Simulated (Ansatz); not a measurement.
Geometry optimisation, Ansatz, RKS PBE0/STO-3G.

Input:

```yaml
crystal:
  periodic: [false, false, false]
  atoms:
    - { symbol: C, position_ang: [2.161, -1.384, -0.0684] }
    - { symbol: C, position_ang: [0.8352, -1.3552, 0.3223] }
    - { symbol: C, position_ang: [0.0384, -0.0799, 0.5588] }
    - { symbol: Al, position_ang: [-0.2433, 0.0621, 2.5217] }
    - { symbol: O, position_ang: [-1.1619, -0.1227, -0.1337] }
    - { symbol: C, position_ang: [-1.0226, 0.4156, -1.4273] }
    - { symbol: "N", position_ang: [-1.0328, 1.861, -1.3954] }
    - { symbol: H, position_ang: [2.6779, -0.3877, -0.2547] }
    - { symbol: H, position_ang: [2.6421, -2.2569, -0.2038] }
    - { symbol: H, position_ang: [0.3486, -2.3058, 0.5088] }
    - { symbol: H, position_ang: [0.6638, 0.8277, 0.3557] }
    - { symbol: H, position_ang: [-1.1156, 1.3092, 3.1069] }
    - { symbol: H, position_ang: [0.1422, -1.0642, 3.5028] }
    - { symbol: H, position_ang: [-0.1114, 0.0615, -1.9024] }
    - { symbol: H, position_ang: [-1.8697, 0.0072, -2.0369] }
    - { symbol: H, position_ang: [-0.12779, 2.22496, -1.76148] }
    - { symbol: H, position_ang: [-1.04193, 2.17138, -0.37591] }
basis:
  gaussian: { orbitals: STO-3G }
hamiltonian:
  xc: pbe0
relax:
  f_tol: 0.015
  max_steps: 40
output:
  orbitals: {}
```

Launched with:

```bash
$ ansatz run input.yaml --threads 1 --pin off --max-ram 2048MiB --backend cpu --events-out ev --progress --plain --runs-dir out
```

Task: Where does it end, and by what steps?

Result: The run converged. Limits of this set-up: minimal basis. After 37 steps the energy has fallen by 1.965 eV; H13 moved furthest, 1.44 Å. Joined: Al4–O5.

```
step  energy less start (eV)  largest force component (eV/Å)  accepted
   0                  0.0000                           5.711       yes
   2                 -1.0505                           0.980       yes
   4                 -1.2087                           0.554       yes
   6                 -1.2867                           0.416       yes
   8                 -1.2778                           0.960        no
  10                 -1.3166                           0.062       yes
  12                 -1.3224                           0.152       yes
  14                 -1.3279                           0.228       yes
  16                 -1.3316                           0.068       yes
  18                 -1.3655                           0.452       yes
  20                 -1.6402                           1.144       yes
  22                 -1.8211                           0.425       yes
  24                 -1.8341                           0.163       yes
  26                 -1.8699                           0.235       yes
  28                 -1.9085                           0.530       yes
  30                 -1.9508                           0.276       yes
  32                 -1.9206                           0.976        no
  34                 -1.9382                           0.516        no
  36                 -1.9653                           0.016       yes
  37                 -1.9654                           0.012       yes
```

```xyz
17
Properties=species:S:1:pos:R:3
C 2.660 -1.481 -0.058
C 1.376 -1.417 0.304
C 0.607 -0.149 0.501
Al -0.660 0.244 1.881
O -0.864 -0.332 0.111
C -1.299 0.431 -1.088
N -1.238 1.903 -1.025
H 3.234 -0.584 -0.307
H 3.202 -2.428 -0.100
H 0.841 -2.342 0.557
H 1.048 0.684 -0.071
H -1.029 1.691 2.003
H -1.108 -0.830 2.818
H -0.686 0.086 -1.944
H -2.356 0.127 -1.238
H -0.232 2.178 -0.891
H -1.716 2.204 -0.136
```

Whether the end is a true minimum wasn't checked by a vibrational analysis.

Time of the run: 3.3 min on 1 thread of Arm Neoverse V1, on a shared host, peak memory 0.16 GiB.
